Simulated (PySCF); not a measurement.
AlBr₂, SMILES [Br][Al+][Br], charge +1.

The structure is a stationary point at PBE-D3(BJ)/def2-TZVP. The multiplicity is an assumed one; other spin states were not compared. The isomer is the one that the SMILES or the coordinates give; other isomers of the formula were not compared.

All values below come from IEF-PCM-PBE0/def2-SVP (PySCF).

The values are the electrostatic part of the solvation free energy, E(continuum) − E(gas) at the gas-phase geometry, in a cavity of scaled van der Waals radii (PySCF's table); cavitation and dispersion terms are not included. A continuum can't describe solvent molecules that bind to the metal. In vacuum the orbital gap is 6.19 eV.

```csv
solvent,ε,ΔG(elec) (kcal/mol),gap (eV)
water,78.36,-68.3,6.57
acetonitrile,35.69,-67.1,6.56
toluene,2.37,?,?
```

Task: Some entries are withheld; supply them. (Estimate from the structure and the level; the computed values follow.)

Result: 
- toluene, ΔG(elec) (kcal/mol): -38.1
- toluene, gap (eV): 6.35
